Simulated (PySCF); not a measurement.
SiHCl, SMILES [SiH]Cl (connectivity only; charge and spin as stated), neutral, multiplicity 1.

Geometry optimised at PBE-D3(BJ)/def2-TZVP. The isomer is the one that the SMILES or the coordinates give; other isomers of the formula were not compared.

Calculation: HF/def2-TZVPD in PySCF.

The molecule is in vacuum.

Computed frontier levels, gap, dipole moment and polarisability:
- highest occupied level: -9.56 eV
- lowest empty level: 0.12 eV
- orbital gap: 9.68 eV
- dipole moment: 1.32 D
- quadrupole, principal values (traceless, Buckingham form, about the centre of nuclear charge): -4.01, 0.10, 3.92 D·Å
- mean static polarisability: 45.3 bohr³ (6.71 Å³)
- polarisability, principal values: 38.7, 42.9, 54.3 bohr³
